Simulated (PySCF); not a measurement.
CrO3, SMILES [O]=[Cr](=[O])=[O], multiplicity 1. Geometry optimised at PBE0-D3(BJ)/def2-SVP. The spin state was assumed, not searched. The isomer is the one that the SMILES or the coordinates give; other isomers of the formula were not compared.

Computed with PBE0-D3(BJ)/def2-SVP (PySCF 2.14.0).

Harmonic wavenumbers (cm⁻¹): 251, 402, 402, 1081, 1146, 1146. Rotational constants (GHz): 8.724, 8.724, 4.670; symmetry number 3.

Question: Work out the zero-point energy and the ideal-gas rigid-rotor harmonic-oscillator thermochemistry at 298.15 K and 1 atm.

Answer: ZPE = ½ Σ hcν = ½ × 4428 cm⁻¹ = 26.49 kJ/mol. H − E(el) = 39.47 kJ/mol. Entropy in J/(mol K): translation 166.18, rotation 92.61, vibration 15.92, total 274.71. G − E(el) = -42.44 kJ/mol. Cp = 56.17 J/(mol K).
